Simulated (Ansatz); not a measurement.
Computed with Ansatz on PBE0-D4/def2-TZVP structures; ΔE is electronic, products minus reactants. CBS: MP2 limit from def2 TZ/QZ plus the TZ coupled-cluster correction, frozen cores. This one scheme is used for every species, atoms too. Functionals use def2-TZVPP. B3LYP here is the variant with VWN-RPA as its local correlation; programs differ in this. Open shells (•) are unrestricted, without spin–orbit coupling. Spin–orbit coupling would lower the free atoms: a little for C, Si.

Reaction (atomization): `CC1[SiH2]N1[SiH3]` → 2 C• + 9 H• + N• + 2 Si•

Q: What is ΔE at CCSD(T)/CBS? (An estimate is asked.)

A: The calculation gave: +50.66 eV.

Q: What do these levels give: B3LYP-D4, ωB97X-V, ωB97M-V, B2PLYP, B3LYP, HF/def2-TZVPP, MP2/def2-TZVPP, CCSD/def2-TZVPP, SCS-MP2/def2-QZVPP, HF/CBS(def2), MP2/CBS(def2), CCSD/CBS(def2)? (An estimate is asked.)

A: Computed: B3LYP-D4 50.75, ωB97X-V 51.00, ωB97M-V 50.84, B2PLYP 50.08, B3LYP 50.21, HF/def2-TZVPP 37.13, MP2/def2-TZVPP 49.66, CCSD/def2-TZVPP 48.66, SCS-MP2/def2-QZVPP 50.81, HF/CBS(def2) 37.26, MP2/CBS(def2) 51.02, CCSD/CBS(def2) 50.02 eV.

Largest T1 diagnostic among the species: 0.012.

From PBE to PBE0 (25 % exact exchange), in def2-TZVPP and without D4, ΔE moves by −0.49 eV: exact exchange takes away binding that semilocal exchange gives to molecules. The D4 term adds +0.55 eV with B3LYP and +0.29 eV with PBE0; it sums over pairs of atoms, weighted by their polarisabilities, and B3LYP, whose exchange is more repulsive, gets the larger term.

For atomizations the MP2-based limit and the directly extrapolated one differ by several kJ/mol either way, and by 10 to 25 for some Ge, Se and Sn compounds, so smaller differences from it don't rank the levels.
